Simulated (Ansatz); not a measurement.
Mulliken charges of F₂GeH₂OS (`[OH][Ge]([F])([F])[SH]`) from ωB97M-V/def2-TZVPP in Ansatz (PBE0-D4/def2-TZVP geometry).

```json
{"atom": "O1", "x (Å)": "-1.011", "y (Å)": "0.283", "z (Å)": "1.015", "charge (e)": "-0.388"}
{"atom": "Ge2", "x (Å)": "0.281", "y (Å)": "-0.343", "z (Å)": "0.024", "charge (e)": "0.981"}
{"atom": "F3", "x (Å)": "1.452", "y (Å)": "-1.177", "z (Å)": "0.960", "charge (e)": "-0.346"}
{"atom": "F4", "x (Å)": "-0.397", "y (Å)": "-1.581", "z (Å)": "-0.961", "charge (e)": "-0.353"}
{"atom": "S5", "x (Å)": "1.283", "y (Å)": "1.238", "z (Å)": "-1.072", "charge (e)": "-0.224"}
{"atom": "H6", "x (Å)": "-1.669", "y (Å)": "-0.386", "z (Å)": "1.228", "charge (e)": "0.189"}
{"atom": "H7", "x (Å)": "0.123", "y (Å)": "1.897", "z (Å)": "-1.239", "charge (e)": "0.141"}
```

Question: By hand: the dipole of these point charges (1 e Å = 4.8032 D).

Answer: Σ q r = (-0.280, 0.436, -0.066) e Å, of length 0.522 e Å = 2.51 D.

Question: How does the dipole of the full density compare? (Best estimate.)

Answer: Ansatz gave: (-0.301, 0.284, -0.062) e Å, 2.01 D; the point charges give 1.25 times that, at 14° from its direction.

Point charges leave out the atoms' own dipoles, such as those of lone pairs, and Mulliken's split depends on the basis, so the two needn't agree.
